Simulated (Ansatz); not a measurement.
CHAlNO, SMILES `[C-]#[N+][Al-][OH]` (lower singlet) (charge -1, multiplicity 1). This singlet lies 1.84 eV below the relaxed triplet at the level frozen-core CCSD(T)/aug-cc-pVDZ // PBE0-D3(BJ)/def2-TZVPD (Ansatz, an electronic-structure program).

Computed with r2SCAN0/aug-cc-pVTZ // PBE0-D3(BJ)/def2-TZVPD (Ansatz).

Ansatz 0.2 input:
```yaml
crystal:
  periodic: [false, false, false]
  atoms:
    - { symbol: C, position_ang: [2.119794, -0.662772, -0.05154] }
    - { symbol: N, position_ang: [1.155233, -0.007335, 0.032226] }
    - { symbol: Al, position_ang: [-0.328648, 1.310711, 0.214018] }
    - { symbol: O, position_ang: [-1.624021, 0.129761, -0.024907] }
    - { symbol: H, position_ang: [-1.322355, -0.770364, -0.169797] }
basis:
  gaussian: { orbitals: aug-cc-pVTZ }
hamiltonian:
  xc: r2scan0
total_charge: -1
```

Output:

```
Functional definition: r2SCAN0
1040 factors; their error is unknown
mean field evaluation 1: about -11185.1037 eV, gradient 3.4e1 eV
mean field evaluation 2: about -11182.9941 eV, gradient 4.9e1 eV
mean field evaluation 4: about -11187.2944 eV, gradient 1.8e0 eV
mean field evaluation 8: about -11187.3064 eV, gradient 3.5e-2 eV
mean field evaluation 16: about -11187.3136 eV, gradient 8.6e-6 eV
mean field -11187.31361557 eV, -411.1261923388 hartree, gradient 8.6e-6 eV, S^2 0.000000; 0 other end points of the search recorded, 0 dependent functions left out
reference -11187.31363168 eV, -411.1261929308 hartree; 18, 18 occupied and 193, 193 virtual orbitals, 1040 factors
Total energy: -11187.31363168 eV, -411.1261929308 hartree
```
